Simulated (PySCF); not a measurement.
# W⁶⁴⁺: ionisation energy

W⁶⁴⁺ [Ne] → W⁶⁵⁺ [He] 2s2 2p5 [2p1/2^2 2p3/2^3, M_J = 3/2], as a difference of total energies. Computed with PySCF 2.14 in an even-tempered Gaussian basis (17 s from 48 bohr⁻², ratio 2.4; 13 p from 62 bohr⁻², ratio 2.4; 5 d from 220 bohr⁻², ratio 2.6; 4 f from 330 bohr⁻², ratio 2.6), with the two-component X2C-1e Hamiltonian. Correlated levels: nothing frozen; the 30 highest virtual spinors dropped. "Screened" scales the spin-orbit matrix elements by Boettger's factors to mimic the two-electron term; Breit and QED terms are absent.

```tsv
method	ionisation energy (eV)
GHF (spin-free)	16022.4
GMP2 (spin-free)	16024.0
GHF (screened spin-orbit)	15619.8
GMP2 (screened spin-orbit)	15621.4
```

For this ion Breit and QED terms and the two-electron picture change, all absent here, outweigh the correlation shift from GHF to GMP2.

The spin-free rows lack the spin-orbit shift.

For comparison: 15566 ± 11 eV (semi-empirical (NIST evaluation); NIST Atomic Spectra Database, ionization energies).
